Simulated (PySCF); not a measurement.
CH3Cd, SMILES [CH3][Cd+], charge +1. Atoms are numbered in the order given.

```xyz
5

Cd     0.0000     0.0000    -0.3602
C      0.0000     0.0000     1.8410
H      0.9161    -0.5289     2.0806
H     -0.9161    -0.5289     2.0806
H      0.0000     1.0578     2.0806
```
Charge +1, spin multiplicity 1.

Coordinates come from a B3LYP-D3(BJ)/def2-TZVP optimisation. The spin state was assumed, not searched. The isomer is the one that the SMILES or the coordinates give; other isomers of the formula were not compared. The def2 effective core potentials stand for the cores of Cd; spin–orbit coupling is left out.

These are PBE/def2-TZVPD in PySCF values and carry that method's errors.

Isolated molecule, no solvent.

Computed frontier levels, gap, dipole moment and polarisability:
```json
{
 "highest_occupied_level": "-13.30 eV",
 "lowest_empty_level": "-9.95 eV",
 "orbital_gap": "3.35 eV",
 "dipole_moment_about_the_centre_of_nuclear_charge": "0.033 e·Å",
 "mean_static_polarisability": "40.2 bohr³ (5.96 Å³)",
 "polarisability_principal_values": "30.0, 30.0, 60.6 bohr³"
}
```
